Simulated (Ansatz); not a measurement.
A made-up structure of BSiH3O2, closed shell:

O1  (-0.883, 0.526, -1.147)
Si2  (0.029, 0.461, 0.114)
B3  (1.005, -0.746, 0.035)
O4  (-0.150, -1.087, 0.715)
H5  (-1.619, 0.820, -0.878)
H6  (-0.163, 1.360, 1.344)
H7  (1.780, -1.335, -0.182)
(Å)

It is relaxed with PBE-D4/def2-SVP and then PBE0-D4/def2-TZVP (Ansatz 0.2.0). Atoms count as bonded within 1.22 times the sum of their covalent radii (H–H: 0.88 Å). The end point is not checked to be a true minimum.

(1) Does its bonding change? (Judge from chemistry; the calculation decides.)

Results:

(1) The calculation gives: No: no bond forms or breaks.

Where it ends: The first stage lowers the energy by 4.20 eV in 9 steps. It ends as BSiH₃O₂ ([OH][SiH]1[BH][O]1):
| atom | x (Å) | y (Å) | z (Å) |
| --- | --- | --- | --- |
| O1 | -1.0914 | 0.7295 | -1.1243 |
| Si2 | -0.0311 | 0.4776 | 0.0936 |
| B3 | 1.2148 | -0.9360 | 0.0959 |
| O4 | 0.0236 | -1.1486 | 0.6958 |
| H5 | -1.9341 | 1.1350 | -0.9122 |
| H6 | -0.3259 | 1.4061 | 1.2095 |
| H7 | 2.1439 | -1.6635 | -0.0584 |

Labels in which every atom is bracketed show which atoms are joined, not bond orders.

For scale, one of the runs: PBE0-D4/def2-TZVP relaxation, 148 basis functions, launched by `ansatz run in.yaml --threads 2 --pin off --events-out ev --progress --plain --max-ram 4352MiB`. Hardware: 2 CPU threads of an Arm Neoverse V2, shared host. Wall time about 24 s.
